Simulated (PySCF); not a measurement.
## Working out the ionisation energy of Tl

Tl [Xe] 4f14 5d10 6s2 6p1 (2P) → Tl⁺ [Xe] 4f14 5d10 6s2 (1S). Computed with PySCF 2.14 in aug-cc-pVQZ-PP with ECP60MDF (7s7p5d3f2g, 92 functions), with scalar relativity through the core potential. Frozen: 5s2 5p6 5d10. Energies in hartree (1 hartree = 27.21139 eV):

```json
{"part": "UHF", "Tl (lower)": "-171.515535", "Tl⁺ (upper)": "-171.331282"}
{"part": "CCSD correlation", "Tl (lower)": "-0.036374", "Tl⁺ (upper)": "-0.027928"}
{"part": "(T)", "Tl (lower)": "-0.000575", "Tl⁺ (upper)": "0.000000"}
```

What does Hartree-Fock give?

(-171.331282) − (-171.515535) = 0.184253 hartree = 5.014 eV.

What do CCSD and CCSD(T) give?

The CCSD correlation energies differ by 0.008446 hartree = 0.230 eV and the triples by 0.000575 hartree = 0.016 eV, so CCSD gives 5.244 eV and CCSD(T) 5.260 eV.

Measured between the centres of the two terms (NIST): 5.464 eV, so CCSD(T) (valence) is off by -0.204 eV.

What remains against the reference includes basis incompleteness, the frozen core and higher excitations.
